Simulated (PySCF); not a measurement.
C3H3N, SMILES C=CC#N. Heavy atoms are numbered as in [CH2:1]=[CH:2][C:3]#[N:4]. Hydrogens are named by the atom that carries them.

Geometry: B3LYP-D3(BJ)/def2-SVP.

Method: r2SCAN/def2-TZVPD in PySCF.

Mulliken values depend strongly on the basis, most of all with diffuse functions as here. ESP charges are fitted to the potential on shells at 1.4 to 2.0 van der Waals radii. Atomic charges (e), one atom of each kind:

| atom | ESP fit | Mulliken |
|---|---|---|
| C1 (CH2) | -0.33 | -0.59 |
| C2 (CH) | -0.21 | 0.03 |
| C3 | 0.42 | 0.20 |
| N4 | -0.46 | -0.30 |
| H on C1 | 0.20 | 0.22 |
| H on C2 | 0.19 | 0.24 |
